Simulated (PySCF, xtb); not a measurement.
MgF, SMILES [Mg+][F], charge +1.

GFN2-xTB (xtb 6.7.1) at its own geometry gives an orbital gap of 1.84 eV.

The structure is a stationary point at r2SCAN-D4/def2-TZVPD. The spin state was assumed, not searched.

Q: What does CAM-B3LYP/def2-TZVPD run with PySCF give? (An estimate is asked for; the answer gives what the named calculation found.)

A: gap 8.01 eV (levels -17.32 and -9.31 eV).
